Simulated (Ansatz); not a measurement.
`BOB[SiH3]` + `BN` → `BN[SiH3]` + `BOB` at 400 K and 1 bar (cleavage of the Si–B bond).

Gas-phase electronic energies from Ansatz, PBE0-D4/def2-TZVP geometries. CCSD(T)/CBS is the MP2 limit (def2-TZVPP, def2-QZVPP) plus CCSD(T) − MP2 in def2-TZVPP, frozen cores. This one scheme is used for every species. One conformer a species, not always the lowest.

```
    species  CCSD(T)/CBS energy (Eh)  H − E (kJ/mol)  S (J/(mol·K))
`BOB[SiH3]`               -417.48760           196.2          370.6
       `BN`                -81.93499           142.5          243.5
 `BN[SiH3]`               -372.22946           191.4          318.7
      `BOB`               -127.21702           143.3          283.5
```

H − E and S are ideal-gas, rigid-rotor, harmonic terms from PBE0-D4/def2-TZVP, for one conformer and one mirror image of each species. 1 Eh = 2625.50 kJ/mol, R = 8.31446 J/(mol·K).

**Question.** By hand: ΔE, ΔH, ΔS and ΔG.

**Answer.** ΔE = (-372.22946) + (-127.21702) − (-417.48760) − (-81.93499) = -0.02389 Eh = -62.7 kJ/mol. Δ(H − E) = 191.4 + 143.3 − 196.2 − 142.5 = -4.0, so ΔH = -66.7 kJ/mol. ΔS = 318.7 + 283.5 − 370.6 − 243.5 = -11.9 J/(mol·K). ΔG = -66.7 − 400 × (-11.9)/1000 = -61.9 kJ/mol.

**Question.** By hand: the equilibrium constant, and the temperature at which ΔG would vanish if ΔH and ΔS stayed fixed.

**Answer.** log₁₀ K = −ΔG/(RT ln 10) = 8.1. ΔG = 0 at ΔH/ΔS = 5605 K, far beyond where these terms or the molecules hold.

The number of gas molecules stays the same, so ΔS is small and ΔH decides. A doubt of 5 kJ/mol in ΔE shifts log₁₀ K by 0.7 here. Other conformers and mirror images would add mixing entropy, several J/(mol·K) or more a flexible species. Modes under 60 cm⁻¹, often nearly free rotors, make the harmonic entropy too high. These are equilibria of isolated gas molecules and say nothing of rates. Largest T1 diagnostic: 0.013 (customary marks: 0.02 for closed shells, 0.045 for open ones).
